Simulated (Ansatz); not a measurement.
Ansatz (a first-principles code) input (PBE0/def2-TZVP):

Ansatz 0.2 input:
```yaml
crystal:
  periodic: [false, false, false]
  atoms:
    - {symbol: B, position_ang: [-0.00000000, -0.00000000, -0.61304571]}
    - {symbol: N, position_ang: [0.00000000, 0.00000000, 0.69245456]}
    - {symbol: H, position_ang: [-0.00000000, -0.00000000, -1.78195339]}
basis:
  gaussian:
    orbitals: def2-TZVP
hamiltonian:
  xc: {name: PBE0}
magnetization: {spin_polarized: true, initial_magnetization: 1}
```

Output:

```
Functional definition: PBE0
integrals: 0.01 GiB planned
368 factors; their error is unknown
mean field: 0.14 GiB planned
mean field evaluation 1: about -2174.2686 eV, gradient 2.6e1 eV
mean field evaluation 2: about -2166.7845 eV, gradient 4.6e1 eV
mean field evaluation 4: about -2177.2973 eV, gradient 9.6e-1 eV
mean field evaluation 8: about -2177.3044 eV, gradient 1.2e-1 eV
mean field evaluation 16: about -2177.3044 eV, gradient 3.0e-5 eV
mean field -2177.30443837 eV, -80.0144622802 hartree, gradient 3.0e-5 eV, S^2 0.753654; 1 other end points of the search recorded, 0 dependent functions left out
reference -2177.30446300 eV, -80.0144631852 hartree; 7, 6 occupied and 61, 62 virtual orbitals, 368 factors
Total energy: -2177.30446300 eV, -80.0144631852 hartree
```
